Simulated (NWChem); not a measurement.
System: PbSiNH5, singlet; SMILES [NH2][Pb][SiH3]

```xyz
8

Pb    -0.2242     0.4344     0.0000
N      1.8986     0.5961     0.0000
H      2.3952     1.4824     0.0004
H      2.5475    -0.1854    -0.0004
Si     0.0013    -2.3166     0.0000
H     -0.6440    -2.9443     1.2035
H      1.4355    -2.7677    -0.0060
H     -0.6546    -2.9459    -1.1969
```
Atoms are numbered in this order, from 1.

Computed with NWChem. Low-valent species are run as closed-shell singlets; no triplet was tried in these runs. All runs use the structure optimised with PBE0/def2-SVP. No frequency run checked for a minimum. def2 effective core potentials on Pb; no spin-orbit coupling. B3LYP is NWChem's, with the RPA form of VWN correlation. Ions are spin-unrestricted doublets at the neutral geometry; other ion states weren't tried.

For level PBE/def2-SVP:

```yaml
"−ε(HOMO) (eV)": 5.18
```

Estimate the same quantities for level B3LYP/def2-SVP.


| Quantity | Result |
|---|---|
| −ε(HOMO) (eV) | 5.91 |
